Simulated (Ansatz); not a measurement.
The cluster Ge3O3⁻, relaxed as a doublet with UKS r2SCAN-D4/def2-SVPD in Ansatz, starting from the r2SCAN-D4/def2-SVP geometry of the neutral singlet. Force threshold 0.02 eV/Å.

The highest occupied level of the relaxed charge -1 doublet lies above zero (up to 0.18 eV). By energy differences its removal costs 1.02 eV (each at its own geometry, to the charge 0 singlet, at PBE0-D4/def2-TZVPD). The relaxation made no stability test and no search for a lower SCF solution. The structure comes from a short search, and lower isomers may exist.

Start:

Cartesian coordinates in Å:
```
Ge -0.561 -1.855 0.213
Ge 1.781 0.408 -0.679
Ge -1.220 1.447 0.467
O 0.458 1.528 -0.186
O 1.007 -1.192 -0.380
O -1.465 -0.336 0.566
```

Estimate the energy that the relaxation releases and the steps that it takes.

10.4 kcal/mol, in 17 steps; 2.5 min on 4 threads of Arm Neoverse V1 on a shared host. The force fell under the threshold at step 5, but the optimiser went on and released 0.344 eV more. No frequencies were taken in this run, so the end may be a saddle point.

Does the start keep its bonding and symmetry?

Bonds formed: Ge1–Ge2 (atoms count from 1). Point group D3h at the start, Cs at the end, both within 0.05 Å.

Predict the relaxed structure.


```xyz
6

Ge   -0.4743   -1.6900   -0.2537
Ge    1.4525    0.1763   -1.0005
Ge   -1.0202    1.3588    0.7627
O     0.4119    1.5535   -0.3042
O     1.1654   -1.0652    0.3444
O    -1.5353   -0.3334    0.4513
```
Bond lengths: 6 × Ge–O 1.80 to 1.86 Å; 1 × Ge–Ge 2.78 Å.
